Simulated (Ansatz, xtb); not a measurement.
**Relaxing a trial structure of BrF2H3N2Si**

The starting geometry of this gas-phase singlet was built from a drawn formula by distance geometry and a force field; its bonds are those of `[NH-][NH2+][Si](F)(F)Br`.

| atom | x (Å) | y (Å) | z (Å) |
| --- | --- | --- | --- |
| Br | -1.3851 | -3.7301 | 1.3310 |
| F | 1.3411 | -2.9447 | 2.7693 |
| F | -0.6973 | -1.4464 | 3.3762 |
| N | 1.1237 | -1.5483 | -0.2552 |
| N | 0.5094 | -1.0764 | 0.9571 |
| Si | 0.0596 | -2.2878 | 2.1701 |
| H | 1.3739 | -0.7341 | -0.8693 |
| H | 1.1319 | -0.4794 | 1.4848 |
| H | -0.4097 | -0.5709 | 0.8060 |

**Question.** Where would you expect an optimisation with r2SCAN-D4/def2-SVP to take it?

**Answer.** It rearranges to `NN[Si](F)(F)Br`. Contacts that open: N5–Si6 (1.77 → 2.61 Å). Contacts that close: N4–Si6 (2.75 → 1.69 Å).

The energy falls by 3.20 eV over 21 steps:

```csv
step,E − E(last) (eV)
1,3.201
3,2.598
5,1.795
8,1.060
10,0.303
12,0.109
14,0.062
17,0.003
19,0.000
21,0.000
```

Final geometry (Å):

| atom | x (Å) | y (Å) | z (Å) |
| --- | --- | --- | --- |
| Br | -0.5507 | -4.4807 | 0.9781 |
| F | 1.3842 | -2.8625 | 2.8222 |
| F | -1.0388 | -2.1192 | 2.9644 |
| N | 0.3568 | -1.4678 | 0.6824 |
| N | 0.7723 | -0.2003 | 1.1238 |
| Si | 0.0833 | -2.5951 | 1.9155 |
| H | 0.2413 | -1.6490 | -0.3143 |
| H | 1.6926 | 0.0349 | 0.7513 |
| H | 0.1067 | 0.5217 | 0.8465 |

From the same start GFN2-xTB reaches the same bonding as this run.

No frequencies were run, so the end isn't proven a minimum. Run with Ansatz 0.2.0, 84 s on 2 threads of Intel(R) Xeon(R) Platinum 8375C CPU @ 2.90GHz (Ice Lake) (shared host).
